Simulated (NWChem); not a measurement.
System: CH₆AlNO; SMILES [AlH]([OH])[NH]C

Here is an NWChem input.

```
start job
memory heap 200 mb stack 900 mb global 1100 mb
geometry units angstroms noautoz
  Al    -0.524525    -0.712263     0.000000
  H     -1.890386    -1.512301     0.000000
  N     -0.533848     1.058723     0.000000
  C      0.588864     1.967865     0.000000
  H     -1.425544     1.544332     0.000000
  H      0.608369     2.624919     0.889902
  H      0.608369     2.624919    -0.889902
  H      1.532045     1.400632     0.000000
  O      1.006778    -1.465501     0.000000
  H      1.170548    -2.408464     0.000000
end
basis spherical
  * library def2-svp
end
dft
  xc mn15
  iterations 150
  mulliken
end
task dft gradient
```

NWChem printed, in part:

```
             Northwest Computational Chemistry Package (NWChem) 7.3.0
             --------------------------------------------------------

 CS  symmetry detected

                             Geometry "geometry" -> ""
                             -------------------------

 Output coordinates in angstroms (scale by  1.889725989 to convert to a.u.)

  No.       Tag          Charge          X              Y              Z
 ---- ---------------- ---------- -------------- -------------- --------------
    1 Al                  13.0000    -0.60010058    -0.74843759     0.00000000
    2 H                    1.0000    -2.00097154    -1.48545701     0.00000000
    3 N                    7.0000    -0.52877933     1.02113626     0.00000000
    4 C                    6.0000     0.63416239     1.87821733     0.00000000
    5 H                    1.0000    -1.39744036     1.54684137     0.00000000
    6 H                    1.0000     0.68356342     2.53370184     0.88990200
    7 H                    1.0000     0.68356342     2.53370184    -0.88990200
    8 H                    1.0000     1.55053862     1.26862871     0.00000000
    9 O                    8.0000     0.89531875    -1.57061603     0.00000000
   10 H                    1.0000     1.01598496    -2.52005771     0.00000000

 Effective nuclear repulsion energy (a.u.)     158.4011076234

      Symmetry information
      --------------------

 Group name             Cs
 Group number              2
 Group order               2
 No. of unique centers     9

                                 NWChem DFT Module
                                 -----------------

 Summary of "ao basis" -> "ao basis" (spherical)
 ------------------------------------------------------------------------------
       Tag                 Description            Shells   Functions and Types
 ---------------- ------------------------------  ------  ---------------------
 Al                         def2-svp                 8       18   4s3p1d
 H                          def2-svp                 3        5   2s1p
 N                          def2-svp                 6       14   3s2p1d
 C                          def2-svp                 6       14   3s2p1d
 O                          def2-svp                 6       14   3s2p1d

      Symmetry analysis of basis
      --------------------------

        a'         64
        a"         26

            General Information
            -------------------
          SCF calculation type: DFT
          Wavefunction type:  closed shell.
          No. of atoms     :    10
          No. of electrons :    40
           Alpha electrons :    20
            Beta electrons :    20
          Charge           :     0
          Spin multiplicity:     1
          Use of symmetry is: on ; symmetry adaption is: on
          Maximum number of iterations: 150
          AO basis - number of functions:    90
                     number of shells:    44
          Convergence on energy requested:  1.00D-06
          Convergence on density requested:  1.00D-05
          Convergence on gradient requested:  5.00D-04

              XC Information
              --------------
                         MN15 Method XC Functional
                     Hartree-Fock (Exact) Exchange  0.440
                          MN15 Exchange Functional  1.000
                        MN15 Correlation Potential  1.000

             Grid Information
             ----------------
          Grid used for XC integration:  medium
          Radial quadrature: Mura-Knowles
          Angular quadrature: Lebedev.
          Tag              B.-S. Rad. Rad. Pts. Rad. Cut. Ang. Pts.
          ---              ---------- --------- --------- ---------
          Al                  1.25       88          10.0       590
          H                   0.35       45          12.0       434
          N                   0.65       49          10.0       434
          C                   0.70       49          11.0       434
          O                   0.60       49          11.0       434
          Grid pruning is: on
          Number of quadrature shells:   460
          Spatial weights used:  Erf1

      Superposition of Atomic Density Guess
      -------------------------------------

 Sum of atomic energies:        -411.34723725

      Non-variational initial energy
      ------------------------------

 Total energy =    -412.956391
 1-e energy   =    -880.801436
 2-e energy   =     309.443937
 HOMO         =      -0.306097
 LUMO         =       0.009274

      Symmetry analysis of molecular orbitals - initial
      -------------------------------------------------

  Numbering of irreducible representations:

     1 a'          2 a"

  Orbital symmetries:

     1 a'          2 a'          3 a'          4 a'          5 a'
     6 a'          7 a'          8 a"          9 a'         10 a'
    11 a'         12 a'         13 a'         14 a'         15 a"
    16 a'         17 a"         18 a'         19 a'         20 a"
    21 a'         22 a"         23 a'         24 a'         25 a'
    26 a'         27 a'         28 a"         29 a'         30 a'

     ---------------------------------------------
      Total Density - Mulliken Population Analysis
     ---------------------------------------------

    Atom       Charge   Shell Charges
 -----------   ------   -------------------------------------------------------
    1 Al  13    11.90   2.00  1.99  0.77  0.15  5.93  0.57  0.29  0.20
    2 H    1     1.15   0.67  0.47  0.01
    3 N    7     7.88   1.99  1.04  0.49  2.59  1.76  0.01
    4 C    6     6.02   1.99  0.93  0.20  1.94  0.93  0.04
    5 H    1     0.74   0.60  0.11  0.04
    6 H    1     0.92   0.69  0.21  0.02
    7 H    1     0.92   0.69  0.21  0.02
    8 H    1     0.92   0.68  0.21  0.02
    9 O    8     8.90   1.99  1.11  0.64  3.16  2.00  0.00
   10 H    1     0.65   0.52  0.07  0.06

   convergence    iter        energy       DeltaE   RMS-Dens  Diis-err
 ---------------- ----- ----------------- --------- --------- ---------
 d= 0,ls=0.0,diis     1   -413.5545076557 -5.72D+02  1.32D-02  1.03D+00
 d= 0,ls=0.0,diis     2   -413.5311691122  2.33D-02  7.29D-03  1.24D+00
 d= 0,ls=0.0,diis     3   -413.6488737197 -1.18D-01  1.23D-03  4.82D-02
 d= 0,ls=0.0,diis     4   -413.6532774665 -4.40D-03  3.61D-04  2.28D-03
 d= 0,ls=0.0,diis     5   -413.6534899175 -2.12D-04  1.24D-04  3.70D-04
  Resetting Diis
 d= 0,ls=0.0,diis     6   -413.6535288811 -3.90D-05  3.24D-05  6.98D-06
 d= 0,ls=0.0,diis     7   -413.6535299914 -1.11D-06  1.88D-05  1.52D-06
 d= 0,ls=0.0,diis     8   -413.6535299996 -8.14D-09  8.83D-06  1.70D-06

         Total DFT energy =     -413.653529999550
      One electron energy =     -885.506011760243
           Coulomb energy =      355.002526600451
    Exchange-Corr. energy =      -41.551152463193
 Nuclear repulsion energy =      158.401107623434

 Numeric. integr. density =       39.999991113306

                  Occupations of the irreducible representations
                  ----------------------------------------------

                     irrep           alpha         beta
                     --------     --------     --------
                     a'               16.0         16.0
                     a"                4.0          4.0

                       DFT Final Molecular Orbital Analysis
                       ------------------------------------

 Vector   18  Occ=2.000000D+00  E=-3.579269D-01  Symmetry=a"
              MO Center=  7.8D-01, -1.5D+00,  1.3D-12, r^2= 1.1D+00
   Bfn.  Coefficient  Atom+Function         Bfn.  Coefficient  Atom+Function
  ----- ------------  ---------------      ----- ------------  ---------------
    77      0.594731   9 O  pz               80      0.442280   9 O  pz
    13      0.129929   1 Al pz               10      0.108703   1 Al pz
     7     -0.068538   1 Al pz               17     -0.053022   1 Al d  1
    43     -0.045632   4 C  pz               29     -0.045004   3 N  pz
    57     -0.038231   6 H  s                62      0.038231   7 H  s

 Vector   19  Occ=2.000000D+00  E=-3.342652D-01  Symmetry=a'
              MO Center= -8.7D-01, -1.2D+00, -1.3D-12, r^2= 3.2D+00
   Bfn.  Coefficient  Atom+Function         Bfn.  Coefficient  Atom+Function
  ----- ------------  ---------------      ----- ------------  ---------------
    19      0.366487   2 H  s                75      0.328377   9 O  px
    20      0.273169   2 H  s                78      0.239745   9 O  px
    28     -0.167352   3 N  py                8     -0.164065   1 Al px
    26     -0.120160   3 N  s                 5      0.110405   1 Al px
    76      0.110261   9 O  py                4      0.091792   1 Al s

 Vector   20  Occ=2.000000D+00  E=-2.671015D-01  Symmetry=a"
              MO Center= -2.9D-01,  1.1D+00,  2.8D-16, r^2= 2.0D+00
   Bfn.  Coefficient  Atom+Function         Bfn.  Coefficient  Atom+Function
  ----- ------------  ---------------      ----- ------------  ---------------
    29      0.517736   3 N  pz               32     -0.443168   3 N  pz
    57      0.186376   6 H  s                62     -0.186376   7 H  s
    43      0.158555   4 C  pz               13     -0.126036   1 Al pz
    58      0.121802   6 H  s                63     -0.121802   7 H  s
    77      0.119700   9 O  pz               80      0.103964   9 O  pz

 Vector   21  Occ=0.000000D+00  E= 2.945272D-02  Symmetry=a"
              MO Center= -6.4D-01, -7.2D-01, -4.2D-15, r^2= 4.1D+00
   Bfn.  Coefficient  Atom+Function         Bfn.  Coefficient  Atom+Function
  ----- ------------  ---------------      ----- ------------  ---------------
    13      0.824918   1 Al pz               10      0.308022   1 Al pz
    32     -0.258744   3 N  pz               29      0.223050   3 N  pz
    80     -0.217686   9 O  pz               77     -0.199223   9 O  pz
     7     -0.166491   1 Al pz               58      0.117971   6 H  s
    63     -0.117971   7 H  s                46     -0.094016   4 C  pz

 Vector   22  Occ=0.000000D+00  E= 4.793843D-02  Symmetry=a'
              MO Center= -2.6D-01, -9.8D-01,  7.2D-15, r^2= 5.1D+00
   Bfn.  Coefficient  Atom+Function         Bfn.  Coefficient  Atom+Function
  ----- ------------  ---------------      ----- ------------  ---------------
     4      1.387291   1 Al s                20     -0.643771   2 H  s
    74     -0.484538   9 O  s                26     -0.394172   3 N  s
    40     -0.237251   4 C  s                19     -0.204860   2 H  s
    73     -0.158747   9 O  s                12     -0.154332   1 Al py
     2      0.153053   1 Al s                25     -0.142968   3 N  s

 Vector   23  Occ=0.000000D+00  E= 9.077115D-02  Symmetry=a'
              MO Center= -1.1D+00, -4.9D-01,  4.1D-14, r^2= 5.4D+00
   Bfn.  Coefficient  Atom+Function         Bfn.  Coefficient  Atom+Function
  ----- ------------  ---------------      ----- ------------  ---------------
    12      1.040683   1 Al py               26     -0.867404   3 N  s
    11     -0.551006   1 Al px                4      0.482062   1 Al s
    74      0.383232   9 O  s                20     -0.199796   2 H  s
    53      0.185758   5 H  s                68     -0.149551   8 H  s
    25     -0.145775   3 N  s                45     -0.117352   4 C  py

     ---------------------------------------------
      Total Density - Mulliken Population Analysis
     ---------------------------------------------

    Atom       Charge   Shell Charges
 -----------   ------   -------------------------------------------------------
    1 Al  13    12.35   2.00  1.97  0.73  0.12  5.93  0.83  0.49  0.28
    2 H    1     1.18   0.75  0.42  0.01
    3 N    7     7.47   1.98  0.95  0.50  2.49  1.53  0.01
    4 C    6     5.89   1.98  0.87  0.11  2.11  0.77  0.04
    5 H    1     0.87   0.72  0.11  0.04
    6 H    1     0.99   0.75  0.22  0.02
    7 H    1     0.99   0.75  0.22  0.02
    8 H    1     0.98   0.75  0.21  0.02
    9 O    8     8.46   1.99  1.03  0.67  2.93  1.84  0.01
   10 H    1     0.82   0.68  0.07  0.07

     -------------------------------------------
      Total Density - Lowdin Population Analysis
     -------------------------------------------

    Atom       Charge   Shell Charges
 -----------   ------   -------------------------------------------------------
    1 Al  13    12.59   2.00  1.92  0.51  0.27  5.82  0.97  0.64  0.46
    2 H    1     1.17   0.65  0.51  0.01
    3 N    7     7.22   1.97  0.70  0.44  2.31  1.78  0.03
    4 C    6     5.99   1.96  0.55  0.30  1.87  1.19  0.10
    5 H    1     0.93   0.60  0.21  0.12
    6 H    1     0.99   0.66  0.28  0.06
    7 H    1     0.99   0.66  0.28  0.06
    8 H    1     0.97   0.65  0.27  0.06
    9 O    8     8.23   1.97  0.84  0.60  2.76  2.05  0.01
   10 H    1     0.92   0.56  0.18  0.19

     Multipole analysis of the density
     ---------------------------------

     L   x y z        total         alpha         beta         nuclear
     -   - - -        -----         -----         ----         -------
     0   0 0 0     -0.000000    -20.000000    -20.000000     40.000000

     1   1 0 0     -0.120543     -0.060272     -0.060272     -0.000000
     1   0 1 0     -0.043310     -0.021655     -0.021655     -0.000000
     1   0 0 1      0.000000      0.000000      0.000000      0.000000

     2   2 0 0    -25.314782    -58.710192    -58.710192     92.105602
     2   1 1 0     -1.993792     -3.920530     -3.920530      5.847268
     2   1 0 1      0.000000      0.000000      0.000000      0.000000
     2   0 2 0    -19.385404   -154.107757   -154.107757    288.830109
     2   0 1 1     -0.000000     -0.000000     -0.000000      0.000000
     2   0 0 2    -22.865438    -14.260736    -14.260736      5.656034

            General Information
            -------------------
          SCF calculation type: DFT
          Wavefunction type:  closed shell.
          No. of atoms     :    10
          No. of electrons :    40
           Alpha electrons :    20
            Beta electrons :    20
          Charge           :     0
          Spin multiplicity:     1
          Use of symmetry is: on ; symmetry adaption is: on
          Maximum number of iterations: 150
          AO basis - number of functions:    90
                     number of shells:    44
          Convergence on energy requested:  1.00D-06
          Convergence on density requested:  1.00D-05
          Convergence on gradient requested:  5.00D-04

              XC Information
              --------------
                         MN15 Method XC Functional
                     Hartree-Fock (Exact) Exchange  0.440
                          MN15 Exchange Functional  1.000
                        MN15 Correlation Potential  1.000

[...]

                         DFT ENERGY GRADIENTS

    atom               coordinates                        gradient
                 x          y          z           x          y          z
   1 Al     -1.134026  -1.414342   0.000000    0.000867  -0.000025   0.000000
   2 H      -3.781288  -2.807107   0.000000   -0.002969  -0.001397   0.000000
   3 N      -0.999248   1.929668   0.000000    0.001235   0.004676   0.000000
   4 C       1.198393   3.549316   0.000000   -0.003017  -0.002577   0.000000
   5 H      -2.640779   2.923106   0.000000    0.002430  -0.001516   0.000000
   6 H       1.291748   4.788002   1.681671   -0.000128   0.000473   0.000779
   7 H       1.291748   4.788002  -1.681671   -0.000128   0.000473  -0.000779
   8 H       2.930093   2.397361   0.000000    0.000121   0.000122   0.000000
   9 O       1.691907  -2.968034   0.000000    0.003523  -0.004277   0.000000
  10 H       1.919933  -4.762219   0.000000   -0.001935   0.004049   0.000000
```

Level: MN15/def2-SVP. The geometry was optimised at PBE0/def2-SVP.
